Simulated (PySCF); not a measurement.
An unknown gives this computed stick spectrum. Method used: TDDFT wB97X-D/def2-SVPD, vertical, gas phase, core orbitals frozen in the response (PySCF 2.14.0, density-fitted response routines). Geometries: PBE0-D3(BJ)/def2-SVP, one conformer each.

```
state  E (eV)       f
   S1    5.60  0.0040
   S2    6.75   0.033
   S3    7.04   0.020
   S4    7.38   0.013
   S5    7.40   0.084
   S6    7.67   0.048
   S7    7.74   0.014
   S8    7.88   0.012
   S9    8.05   0.021
  S10    8.13   0.022
```

**Question.** Which candidate is it?
A. `C#CC1=C[Si@@H](C=C1)CC`
B. `CC#CC#C/C=C/C[SiH3]`
C. `C(C)CCS[Si@@H](Cl)C`
D. `c1cc([C@@H]2C[SiH2]2)ccc1`

**Answer.** C. Its S1, at 5.60 eV, is the highest among the candidates; the nearest of the others has S1 at 5.10 eV. S1 is HOMO→LUMO (87%). Löwdin shares by element: HOMO sulfur 69%, carbon 9% or more, silicon 8%; LUMO sulfur 32%, chlorine 18%, silicon 17%, carbon 8% or more (atoms not listed hold the other 24%). At the same level the other candidates give, for their lowest levels:
- `C#CC1=C[Si@H](CC)C=C1`: 4.21 eV (f 0.053); 5.01 eV (f 0.001); 5.59 eV (f 0.263); 5.78 eV (f 0.010); 5.98 eV (f 0.014); T1 2.53 eV; HOMO -8.42, LUMO -0.17 eV
- `CC#CC#C/C=C/C[SiH3]`: 4.22 eV (f 0.002); 4.34 eV (f 0.322); 4.45 eV (f 0.001); 5.84 eV (f 1.269); 6.35 eV (f 0.004); T1 2.91 eV; HOMO -7.87, LUMO 0.34 eV
- `c1ccc([C@@H]2C[SiH2]2)cc1`: 5.10 eV (f 0.017); 5.38 eV (f 0.352); 6.17 eV (f 0.054); 6.25 eV (f 0.033); 6.52 eV (f 0.114); T1 3.94 eV; HOMO -7.93, LUMO 1.27 eV

Shape of the structure used: `[CH3:1][CH2:2][CH2:3][CH2:4][S:5][Si@H:6]([CH3:7])[Cl:8]`: C1–C2–C3–C4 179°, C2–C3–C4–S5 177°, C3–C4–S5–Si6 64°, C4–S5–Si6–C7 163°.
Triplets come from the Tamm–Dancoff approximation.
